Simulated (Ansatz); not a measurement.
Calculated with Ansatz (gas phase, PBE0-D4/def2-TZVP geometries, no zero-point term in ΔE). CCSD(T)/CBS adds triple-zeta CCSD(T) − MP2 to the extrapolated MP2 energy (def2 sets, frozen cores). Functionals use def2-TZVPP. For Mg outer-core shells are correlated without core-valence functions, which leaves a few kJ/mol of doubt a bond. One conformer a species, not always the lowest.

`[SiH3][O][Mg][N]([SiH3])[SiH3]` + `BO[SiH2]S` → `BO[SiH2]S[SiH3]` + `[OH][Mg][N]([SiH3])[SiH3]`  (ligand exchange at the Si–O bond)

```json
{"level": "PBE-D4", "ΔE (kJ/mol)": "43.1"}
{"level": "ωB97M-V", "ΔE (kJ/mol)": "56.0"}
{"level": "B2PLYP", "ΔE (kJ/mol)": "66.1"}
{"level": "HF/def2-TZVPP", "ΔE (kJ/mol)": "84.6"}
```

Q: What does CCSD(T)/CBS give? (Estimate.)

A: Computed: +61.4 kJ/mol. The listed levels differ from it by -18.3, -5.4, 4.7, 23.2 kJ/mol.

Largest T1 diagnostic among the species: 0.013.

From PBE to PBE0 (25 % exact exchange), in def2-TZVPP and without D4, ΔE moves by +3.6 kJ/mol. The D4 term adds −10.0 kJ/mol with B3LYP and −5.4 kJ/mol with PBE0; it sums over pairs of atoms, weighted by their polarisabilities, and B3LYP, whose exchange is more repulsive, gets the larger term. In def2-TZVPP, CCSD(T) changes the Hartree–Fock value by −21.1 kJ/mol (the triples alone add −3.8 kJ/mol) and MP2 by −26.1 kJ/mol.

B3LYP here is the variant with VWN-RPA as its local correlation; programs differ in this.
